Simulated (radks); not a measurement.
Question: The dysprosium ion Dy9+ is in [Kr] 4d10 4f6 5s2 5p3. Calculated with a radial shooting solver on a logarithmic mesh with Libxc functionals: scalar-relativistic Kohn-Sham, PBEsol, spin-polarised, spherical densities, finite nucleus; Fermi nuclear charge, rms radius of each element as measured or else 0.836 A^(1/3) + 0.57 fm. Open shells are filled with parallel spins first. One electron is removed from 4f, 4d, 5p, 5s in turn, with full relaxation. Which removal costs least, and what does each cost?

Answer: 5p 166.16 eV; 4f 177.83 eV; 5s 189.62 eV; 4d 326.31 eV. The 5p electron leaves first.
